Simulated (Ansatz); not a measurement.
Cost and result up the ladder for Li₆Al (7 atoms). Total charge 0; doublet. Geometry: PBE0-D4/def2-TZVP.

```xyz
7

Al    0.5568   -0.2591    0.2489
Li   -0.2193    2.1974    0.4894
Li   -0.7618   -0.8225    2.4085
Li    2.6660    1.1964   -0.3873
Li    0.1641    0.4612   -2.2046
Li   -0.3495   -2.6065   -0.3707
Li   -2.0564   -0.1669   -0.1842
```

Ansatz on 4 threads of Arm Neoverse V2 on a shared host. Times are rough, and most runs start from the orbitals of an earlier one. ωB97M-V/def2-TZVP serves as the yardstick here, not as an exact answer. Differences are given only for rows in sets of like size (and for xTB, whose basis is part of the method), since another set adds its own error. Binding counts from free atoms at the same level (Al doublet, Li doublet; other spins of the atoms weren't run), without zero-point energy or a counterpoise term.

B3LYP takes the VWN-RPA correlation. Correlated methods freeze 5 core orbitals; core or outer-core shells of Li are correlated, in sets that lack core-valence functions. The structure comes from a short search, and lower isomers may exist.

Run but left out: MP2/def2-TZVP, CCSD(T)/def2-TZVPD, CCSD(T)/def2-TZVPP (⟨S²⟩ 1.41 to 1.47, where a pure state has 0.75); HF/STO-3G (a determinant that CCSD turns far, T1 0.071).

Correlated methods converge slowly with the basis.

```
                         level  functions  binding energy per atom (eV)  difference from ωB97M-V/def2-TZVP (eV)                        remarks
          r2SCANh-D4/def2-TZVP        121                          1.16                                    0.02                              –
             PBE0-D4/def2-TZVP        121                          1.14                                    0.00                              –
             PBE-D4/def2-TZVPD        145                          1.19                                    0.05                              –
             RPA@PBE/def2-TZVP        121                          0.89                                   -0.25                              –
            PBE0-D4/def2-TZVPD        145                          1.15                                    0.01                              –
              PBE0-D4/def2-SVP         72                          1.18                                       –                              –
            B3LYP-D4/def2-TZVP        121                          1.06                                   -0.07                              –
PBE-D4/def2-TZVP (with forces)        121                          1.18                                    0.05                              –
           r2SCAN-D4/def2-TZVP        121                          1.17                                    0.03                              –
          r2SCAN-D4/def2-TZVPD        145                          1.18                                    0.04                              –
             ωB97M-V/def2-TZVP        121                          1.14                                    0.00                              –
        CAM-B3LYP-D4/def2-TZVP        121                          1.03                                   -0.11                              –
               PBE-D4/def2-SVP         72                          1.23                                       –                              –
            PBE-QIDH/def2-TZVP        121                          1.09                                   -0.04  spin-contaminated (⟨S²⟩ 0.89)
```

(1) Estimate how long each takes.

Results:

(1) PBE-D4/def2-SVP 1.2 s; PBE-D4/def2-TZVP (with forces) 1.7 s; B3LYP-D4/def2-TZVP 1.8 s; PBE0-D4/def2-SVP 2 s; CAM-B3LYP-D4/def2-TZVP 2.2 s; RPA@PBE/def2-TZVP 2.2 s; PBE-D4/def2-TZVPD 2.2 s; PBE0-D4/def2-TZVPD 3 s; PBE-QIDH/def2-TZVP 3.7 s; r2SCAN-D4/def2-TZVP 3.9 s; PBE0-D4/def2-TZVP 4 s; r2SCAN-D4/def2-TZVPD 5.5 s; ωB97M-V/def2-TZVP 7 s; r2SCANh-D4/def2-TZVP 7.5 s. On shared hardware such times vary by a factor of up to 3.
